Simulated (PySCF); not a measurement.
A structure optimised at PBE-D3(BJ)/def2-SVP, used in a PySCF frequency run:

```xyz
5

Se     0.0000     0.0000     0.1986
F      0.0000     1.7422     0.5096
F      0.0000    -1.7422     0.5096
F      1.3069     0.0000    -0.8848
F     -1.3069     0.0000    -0.8848
```
Charge +1, spin multiplicity 2.

Task: Write its SMILES, formula and point group.

Result: F[Se+](F)(F)F, F₄Se, C2v

Task: What are its rotational constants (standard atomic weights)?

Result: 4.6962, 3.1976, 2.8040 GHz
